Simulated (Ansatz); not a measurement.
# Match the barriers

Saddle point of Si$_{3}$H$_{7}$F, singlet (Si₃H₇F ([F][SiH]([SiH3])[SiH3]) → Si₂H₄ ([SiH][SiH3]) + SiH₃F ([F][SiH3]); bonds formed: Si1–F3; bonds broken: Si1–Si2, Si2–F3), PBE0-D4/def2-TZVP structure:

| atom | x (Å) | y (Å) | z (Å) |
| --- | --- | --- | --- |
| Si1 | -1.3466 | -1.6702 | 0.3556 |
| Si2 | -0.3079 | 0.3520 | -0.7660 |
| F3 | 0.3376 | -1.3464 | -0.1965 |
| H4 | 0.1374 | 0.2701 | -2.2003 |
| Si5 | 1.3174 | 1.8044 | 0.1311 |
| H6 | -1.7944 | -0.9511 | 1.5691 |
| H7 | -2.4009 | -1.8854 | -0.6627 |
| H8 | -0.9069 | -3.0246 | 0.7970 |
| H9 | 1.0141 | 3.1726 | -0.3769 |
| H10 | 1.2436 | 1.8348 | 1.6172 |
| H11 | 2.7065 | 1.4438 | -0.2676 |

Computed with Ansatz 0.2.0 (basis: def2-TZVPP, with def2-QZVPP for the basis limit); correlated methods freeze the cores. Extrapolation: Hartree–Fock as exp(−7.88 √X), correlation as X^−2.97. Four methods, as single points on the PBE0-D4 structures, gave these electronic barriers from the start structure: 2.108, 2.242, 2.422, 2.692 eV.

Task: The methods were, in alphabetical order, BHLYP-D4, BLYP-D4, HF, r2SCAN-D4. Which gave which? (Judge from chemistry; the calculation decides.)

Result: The calculation gives: BLYP-D4 2.108; r2SCAN-D4 2.242; BHLYP-D4 2.422; HF 2.692 eV. For comparison, CCSD(T) at an estimated basis limit (MP2 extrapolated from triple and quadruple zeta, plus CCSD(T) − MP2 in triple zeta) gives 2.300 eV.

The T1 diagnostic stays at or below 0.015.

Losses and insertions of silylenes and their heavier kin drive the gas-phase chemistry of silicon and germanium vapour deposition.

Labels in which every atom is bracketed show which atoms are joined, not bond orders.

For scale, one of the runs: CCSD(T)/def2-TZVPP, 255 basis functions, launched by `ansatz run in.yaml --threads 4 --pin off --events-out ev --progress --plain --max-ram 9574MiB`. Hardware: 4 CPU threads of an Intel Xeon, shared host. Wall time 2.1 min; peak host memory 5.1 GiB.
